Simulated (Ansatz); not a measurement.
The cation of C$_{9}$H$_{8}$ (`CC#Cc1ccccc1`) at the neutral geometry.

```yaml
crystal:
  periodic: [false, false, false]
  atoms:
    - {symbol: C, position_ang: [3.356059, -1.504055, -1.169655]}
    - {symbol: C, position_ang: [2.096704, -0.937840, -0.731196]}
    - {symbol: C, position_ang: [1.049000, -0.468245, -0.366463]}
    - {symbol: C, position_ang: [-0.188309, 0.085093, 0.066135]}
    - {symbol: C, position_ang: [-0.686624, 1.254733, -0.515196]}
    - {symbol: C, position_ang: [-1.890081, 1.789892, -0.090957]}
    - {symbol: C, position_ang: [-2.615535, 1.170368, 0.916805]}
    - {symbol: C, position_ang: [-2.129033, 0.008799, 1.499673]}
    - {symbol: C, position_ang: [-0.926331, -0.531992, 1.080462]}
    - {symbol: H, position_ang: [3.930007, -0.779106, -1.752057]}
    - {symbol: H, position_ang: [3.192946, -2.384819, -1.796675]}
    - {symbol: H, position_ang: [3.966730, -1.809640, -0.316137]}
    - {symbol: H, position_ang: [-0.117767, 1.735707, -1.301685]}
    - {symbol: H, position_ang: [-2.264756, 2.697449, -0.550366]}
    - {symbol: H, position_ang: [-3.557851, 1.591775, 1.247119]}
    - {symbol: H, position_ang: [-2.691038, -0.479991, 2.287287]}
    - {symbol: H, position_ang: [-0.543222, -1.438627, 1.532906]}
basis:
  gaussian: {orbitals: def2-TZVPP}
total_charge: 1
magnetization: {spin_polarized: true, initial_magnetization: 1}
hamiltonian: {xc: {name: B2PLYP}}
```

```sh
$ ansatz run in.yaml --threads 2 --pin off --events-out ev --progress --plain --max-ram 32768MiB --backend cuda --devices 0, --max-vram 18GiB
```

Shortened log:

```
Functional definition: B2PLYP
2352 factors; integrals over basis functions are off by at most 8.4e-4 eV
mean field evaluation 1: about -9425.8057 eV, gradient 4.6e1 eV
mean field evaluation 2: about -9426.1613 eV, gradient 4.5e1 eV
mean field evaluation 4: about -9435.9693 eV, gradient 8.6e0 eV
mean field evaluation 8: about -9436.3691 eV, gradient 1.1e0 eV
mean field evaluation 16: about -9436.3871 eV, gradient 3.5e-2 eV
mean field evaluation 32: about -9436.3871 eV, gradient 3.4e-5 eV
mean field -9436.38712063 eV, -346.7808304703 hartree, gradient 9.0e-6 eV, S^2 0.804486; 4 other end points of the search recorded, 0 dependent functions left out
9 core orbitals not correlated: weight in the atoms' cores, before any rotation towards them, 1.000 or more for the frozen orbitals, at most 0.000 for the correlated occupied ones
reference -9436.38733084 eV, -346.7808381954 hartree; 22, 21 occupied and 360, 361 virtual orbitals, 2352 factors
second order -45.18477601 eV of doubles, -0.00000000 eV of singles
Total energy: -9448.58722037 eV, -347.2291758660 hartree
```

Run time 15 s (2 threads of an AMD EPYC 7R13 on a shared host and a share of an NVIDIA H100 80 GB); peak host memory 1.9 GiB.
